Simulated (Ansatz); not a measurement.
Reaction: GeH3SeF (SMILES [GeH3][Se]F) → GeH3Se (SMILES [GeH3][Se], doublet) + F (doublet) (the F-Se bond breaks)
Each species at its own B3LYP-D3(BJ)/def2-TZVP minimum (Ansatz, a program for electronic structure).

Quantity: bond dissociation energy (electronic), in kcal/mol. Open shells are spin-unrestricted; no spin-orbit coupling. Correlated methods leave the cores frozen (noble-gas shells, and filled d and f shells in the p block). No relativity. CBS(X,Y): correlation extrapolated as X^-3, Hartree-Fock from the larger set. A bracket is a step between two methods taken in the basis named. Double hybrids freeze cores in their MP2 part.

CCSD(T)/CBS(cc-pVTZ,cc-pVQZ) + [CCSDT(Q) - CCSD(T)]/cc-pVDZ (Ansatz) gives 81.1 kcal/mol.

### Question
How far off this value is PBE/def2-TZVPD (Ansatz), in which direction, and how far these levels: r2SCAN/def2-TZVPD, B3LYP/def2-TZVPD, wB97M-V/def2-TZVPD, B2PLYP/def2-TZVPD, CCSD(T)/CBS(cc-pVTZ,cc-pVQZ)?

### Answer
PBE gives 87.4 kcal/mol, 6.3 kcal/mol above it. Differences of the others: r2SCAN/def2-TZVPD (Ansatz) -1.5; B3LYP/def2-TZVPD (Ansatz) -2.3; wB97M-V/def2-TZVPD (Ansatz) -1.0; B2PLYP/def2-TZVPD (Ansatz) -2.0; CCSD(T)/CBS(cc-pVTZ,cc-pVQZ) (Ansatz) -0.4 kcal/mol.
